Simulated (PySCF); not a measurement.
C2HF3Si, SMILES [Si](F)(F)(C#C)F.

Geometry: B3LYP-D3(BJ)/def2-SVP.

Level of theory: M06-2X/def2-TZVP in PySCF.

Symmetry labels are those of the subgroup Cs that the program uses (full group C3v).

Question: List the valence orbital energies around the gap with their symmetry. (An estimate is asked for; the answer gives what the named calculation found.)

Answer: 
```
orbital  symmetry  energy (eV)
-------  --------  -----------
HOMO−7         A"       -15.51
HOMO−6         A'       -15.51
HOMO−5         A'       -14.88
HOMO−4         A"       -14.88
HOMO−3         A"       -14.44
HOMO−2         A'       -14.15
HOMO−1         A'       -10.64
HOMO           A"       -10.64
LUMO           A'        -0.09
LUMO+1         A"        -0.09
LUMO+2         A'         1.89
LUMO+3         A'         2.33
```
